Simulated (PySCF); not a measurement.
Saddle point of Si2H6ClF, singlet (Si₂H₅Cl ([SiH3][SiH2][Cl]) + HF → SiH₂ClF ([F][SiH2][Cl]) + SiH₄; bonds formed: Si1–F7, Si2–H6; bonds broken: Si1–Si2, H6–F7), PBE0-D4/def2-TZVP structure:

Si1  (0.119, -1.119, -0.500)
Si2  (-0.288, 1.279, 0.433)
H3  (-0.489, -2.250, 0.215)
H4  (1.128, -1.291, -1.556)
Cl5  (-1.534, -0.541, -1.699)
H6  (0.833, -0.089, 0.708)
F7  (1.532, -1.083, 0.809)
H8  (0.519, 1.913, 1.518)
H9  (-0.133, 2.056, -0.814)
H10  (-1.686, 1.126, 0.886)
(Å)

Energies are electronic, without zero-point energy. Barriers and step energies count from the start structure reached by relaxing down the imaginary mode; all methods use the PBE0-D4 structures, on which another method's saddle can fall below an end. Computed with PySCF 2.14 with density fitting (its default auxiliary sets; JK sets also for MP2 and CCSD(T)) (basis: def2-TZVPP, with def2-QZVPP for the basis limit); correlated methods freeze the cores. B3LYP uses VWN-RPA correlation. Extrapolation: Hartree–Fock as exp(−7.88 √X), correlation as X^−2.97.

| method | barrier (eV) | step energy (eV) |
| --- | --- | --- |
| SPW92 | ? | -1.089 |
| PBE-D4 | ? | -1.144 |
| r2SCAN-D4 | ? | -1.366 |
| PBE0-D4 | 1.439 | -1.219 |
| B3LYP-D4 | 1.526 | -1.413 |
| BHLYP-D4 | 1.771 | -1.508 |
| wB97M-V | 1.484 | -1.447 |
| HF | 2.352 | -1.769 |
| MP2 | 1.564 | -1.466 |
| CCSD | 1.794 | -1.466 |
| CCSD(T) | 1.661 | -1.419 |

Fill in the withheld barriers. (Judge from chemistry; the value comes from the calculation.)

The calculation gives: PBE-D4 1.207; SPW92 0.909; r2SCAN-D4 1.313 eV. Each is the energy of the saddle less that of the start structure, by the same method.

For comparison, the barrier by CCSD(T) at an estimated basis limit (MP2 extrapolated from triple and quadruple zeta, plus CCSD(T) − MP2 in triple zeta) is 1.622 eV.

T1 diagnostic: at most 0.013. The end structure is not quite a true minimum (one mode of 35i cm⁻¹).

Labels in which every atom is bracketed show which atoms are joined, not bond orders.

For scale, one of the runs: CCSD(T)/def2-TZVPP, 241 basis functions, launched by `OMP_NUM_THREADS=4 python run.py`. Hardware: 4 CPU threads of an Intel Xeon, shared host. Wall time 20 min; peak host memory 4.5 GiB.
